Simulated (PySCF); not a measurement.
BrF2H2NSi, SMILES N[Si](F)(Br)F.

Geometry optimised at PBE0-D3(BJ)/def2-SVP. This is a generated structure with no PubChem entry under its InChIKey; it may be hypothetical. One conformer was computed; it need not be the lowest.

All values below come from PBE0-D3(BJ)/def2-SVP (PySCF 2.14.0).

Frequencies are harmonic and unscaled.

```json
[
 {"mode": "1", "ν (cm⁻¹)": "47", "IR (km/mol)": "9.0", "moving atoms (share of kinetic energy)": "H 72 %, F 23 %"},
 {"mode": "2", "ν (cm⁻¹)": "180", "IR (km/mol)": "13.5", "moving atoms (share of kinetic energy)": "F 35 %, N 33 %, H 17 %, Br 9 %"},
 {"mode": "3", "ν (cm⁻¹)": "226", "IR (km/mol)": "0.2", "moving atoms (share of kinetic energy)": "F 62 %, Si 17 %, H 13 %, Br 9 %"},
 {"mode": "4", "ν (cm⁻¹)": "273", "IR (km/mol)": "3.0", "moving atoms (share of kinetic energy)": "F 43 %, Br 39 %, N 14 %"},
 {"mode": "5", "ν (cm⁻¹)": "311", "IR (km/mol)": "7.8", "moving atoms (share of kinetic energy)": "H 37 %, F 31 %, N 24 %, Si 8 %"},
 {"mode": "6", "ν (cm⁻¹)": "316", "IR (km/mol)": "32.7", "moving atoms (share of kinetic energy)": "F 62 %, Si 23 %, N 10 %"},
 {"mode": "7", "ν (cm⁻¹)": "348", "IR (km/mol)": "169.6", "moving atoms (share of kinetic energy)": "H 71 %, N 26 %"},
 {"mode": "8", "ν (cm⁻¹)": "490", "IR (km/mol)": "205.8", "moving atoms (share of kinetic energy)": "Si 56 %, F 19 %, N 12 %, Br 11 %"},
 {"mode": "9", "ν (cm⁻¹)": "794", "IR (km/mol)": "5.2", "moving atoms (share of kinetic energy)": "H 71 %, N 18 %, F 11 %"},
 {"mode": "10", "ν (cm⁻¹)": "831", "IR (km/mol)": "176.4", "moving atoms (share of kinetic energy)": "F 50 %, Si 25 %, N 21 %"},
 {"mode": "11", "ν (cm⁻¹)": "984", "IR (km/mol)": "165.1", "moving atoms (share of kinetic energy)": "Si 47 %, N 29 %, F 16 %"},
 {"mode": "12", "ν (cm⁻¹)": "1006", "IR (km/mol)": "177.4", "moving atoms (share of kinetic energy)": "Si 51 %, F 43 %"},
 {"mode": "13", "ν (cm⁻¹)": "1531", "IR (km/mol)": "77.8", "moving atoms (share of kinetic energy)": "H 88 %, N 12 %"},
 {"mode": "14", "ν (cm⁻¹)": "3628", "IR (km/mol)": "74.3", "moving atoms (share of kinetic energy)": "H 96 %"},
 {"mode": "15", "ν (cm⁻¹)": "3731", "IR (km/mol)": "74.6", "moving atoms (share of kinetic energy)": "H 91 %, N 9 %"}
]
```
